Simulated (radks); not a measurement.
Neutral calcium inside a hard spherical wall (all orbitals vanish at R), configuration held at [Ar] 4s2 and not refilled when levels cross. Method: scalar-relativistic Kohn-Sham, PBE, spin-polarised, spherical densities, finite nucleus; Fermi nuclear charge, rms radius 3.4776 fm; computed with a radial shooting solver on a logarithmic mesh with Libxc functionals. Eigenvalues in eV for spin up, with the zero of energy where the potential of the charges vanishes at infinity; a dash marks a level that is unbound or too diffuse for the functional's potential to be trusted. A positive occupied level is held by the wall or, in an anion where self-interaction has pushed it up, behind a barrier. The pressure on the wall is -dE/dV.

R (bohr)  E (hartree)  kinetic (hartree)    e(2p)    e(3s)    e(3p)   e(4s)  e(3d, empty)  e(4p, empty)  pressure (GPa)
free       -680.32405            684.945  -334.74  -47.092  -28.008  -3.766        -1.947        -1.403               0
20         -680.32405            684.945  -334.74  -47.092  -28.008  -3.766        -1.947        -1.402        < 0.0001
15         -680.32403            684.946  -334.74  -47.089  -28.006  -3.765        -1.944        -1.393        0.000167
10         -680.32171            684.965  -334.56  -46.920  -27.838  -3.642        -1.793        -1.121          0.0527
8          -680.30856            685.043  -333.99  -46.380  -27.306  -3.196        -1.315        -0.369           0.527
5          -680.06956            685.922  -330.11  -42.872  -23.889   1.673         2.113         6.508            23.3
4          -679.61089            687.366  -326.11  -39.648  -20.769   9.225         5.788        16.114             115
2.5        -675.07103            701.279  -300.51  -22.447   -2.808  67.405        27.703        80.252            3240
2          -667.44485            722.423  -271.08   -0.962   20.601  145.40        53.776        159.19           14700
1.5        -642.46544            782.926  -208.94   62.349   87.222  355.57        117.65        361.38           94200
